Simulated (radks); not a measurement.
Values are calculated unless marked as measured or tabulated.
Task: Species: the rhodium ion Rh3+. Configuration: [Kr] 4d6. Level of theory: Dirac Kohn-Sham, RPBE, spin-unpolarised, spherical densities, point nucleus; open shells are shared between the two j in proportion to 2j + 1 (a radial shooting solver on a logarithmic mesh with Libxc functionals). Some entries of the table are withheld. Estimate them.

| orbital | occ. | eigenvalue (eV) | <r^2> (bohr^2) |
|---|---|---|---|
| 1s1/2 | 2 | (1) | 0.001438 |
| 2s1/2 | 2 | -3374.700 | 0.02368 |
| 2p1/2 | 2 | -3126.745 | 0.01777 |
| 2p3/2 | 4 | -2982.149 | 0.01911 |
| 3s1/2 | 2 | -633.3681 | 0.1744 |
| 3p1/2 | 2 | -536.3965 | (2) |
| 3p3/2 | 4 | -511.5103 | (3) |
| 3d3/2 | 4 | -340.0882 | 0.1621 |
| 3d5/2 | 6 | -335.1791 | 0.1650 |
| 4s1/2 | 2 | -118.4329 | 1.071 |
| 4p1/2 | 2 | -88.7405 | 1.248 |
| 4p3/2 | 4 | -84.7415 | 1.316 |
| 4d3/2 | 2.4 | -39.7312 | 2.182 |
| 4d5/2 | 3.6 | -39.2406 | 2.223 |
| 5s1/2 | 0 | -29.6047 | 6.878 |
| 5p1/2 | 0 | -23.0300 | 9.032 |
| 5p3/2 | 0 | -22.5133 | 9.401 |

Result: 
(1) 1s1/2 eigenvalue (eV): -23064.66
(2) 3p1/2 <r^2> (bohr^2): 0.1706
(3) 3p3/2 <r^2> (bohr^2): 0.1801
